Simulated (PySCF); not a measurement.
# Diatomics of Ge with group 13

PBE0 with double-zeta basis sets in PySCF, for the lowest determinant that a PBE0 search found; no spin–orbit coupling. De refers to high-spin ground-configuration atoms. A positive dipole means M(−)Ge(+).

| M | basis | state (unpaired electrons) | Re (Å) | ωe (cm⁻¹) | De (eV) | μ (D) |
| --- | --- | --- | --- | --- | --- | --- |
| B | x2c-SVPall | quartet (σ ↑, π ↑↑) | 1.973 | 665 | 3.31 | 0.80 |
| Al | x2c-SVPall | quartet (σ ↑, π ↑↑) | 2.462 | 310 | 2.49 | -1.12 |
| Ga | cc-pVDZ-PP | quartet (σ ↑, π ↑↑) | 2.488 | 218 | 2.36 | -1.31 |
| In | def2-SVP | quartet (σ ↑, π ↑↑) | 2.668 | 182 | 2.24 | -1.95 |
| Tl | def2-SVP | quartet (σ ↑, π ↑↑) | 2.731 | 157 | 2.14 | -2.41 |

Question: By what factor does the bond length vary along the series?

Answer: At PBE0 it runs from 1.973 Å (GeB) to 2.731 Å (TlGe), a factor of 1.38.

The rows differ in basis set, which adds steps of its own.

Down a group the atoms grow and get heavier, so bonds lengthen and wavenumbers fall; this series shows no clear exception.

Spin–orbit coupling is left out, which matters for elements this heavy, above all for dissociation energies. States were picked by a PBE0 search and need not be the measured ground states.
